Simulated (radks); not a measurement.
Question: Sm4+, 58 electrons, occupied as [Kr] 4d10 4f4 5s2 5p5 5d1 (not the ground configuration). Method: Dirac Kohn-Sham, PBEsol, spin-unpolarised, spherical densities, finite nucleus; open shells fill j = l - 1/2 first; Fermi nuclear charge, rms radius 5.0819 fm; computed with a radial shooting solver on a logarithmic mesh with Libxc functionals. Some entries of the table are withheld. Estimate them.

orbital,occ.,eigenvalue (hartree),<r^2> (bohr^2),r(max) (bohr)
1s1/2,2,-1714.728,0.0007053,0.01449
2s1/2,2,-281.7814,0.01106,0.08234
2p1/2,2,-267.2349,0.008053,0.06238
2p3/2,4,-245.0988,0.009296,0.06801
3s1/2,2,-63.36306,0.07426,0.2340
3p1/2,2,-57.09649,0.06941,(1)
3p3/2,4,-52.61650,0.07662,(2)
3d3/2,4,-41.72913,0.06164,0.1858
3d5/2,6,-40.75629,0.06366,0.1892
4s1/2,2,(3),0.3763,0.5392
4p1/2,2,-11.79120,0.3969,0.5447
4p3/2,4,-10.79433,0.4357,0.5701
4d3/2,4,-6.82086,0.5009,0.5805
4d5/2,6,-6.64067,0.5159,0.5888
5s1/2,2,-3.26090,(4),1.226
5p1/2,2,-2.55509,2.408,1.321
5p3/2,3,-2.39167,2.643,1.385
4f5/2,4,-1.99718,0.8754,0.5922
4f7/2,0,-1.97279,0.8911,0.5965
5d3/2,1,-1.40409,4.336,1.704
5d5/2,0,-1.38394,4.450,1.727
6s1/2,0,-1.16253,9.346,2.741
6p1/2,0,-0.95959,11.75,3.079
6p3/2,0,-0.92301,12.60,3.202
5f5/2,0,-0.62422,13.92,3.114
5f7/2,0,-0.62272,14.02,3.127

Answer: 
(1) 3p1/2 r(max) (bohr): 0.2210
(2) 3p3/2 r(max) (bohr): 0.2330
(3) 4s1/2 eigenvalue (hartree): -14.19928
(4) 5s1/2 <r^2> (bohr^2): 2.002
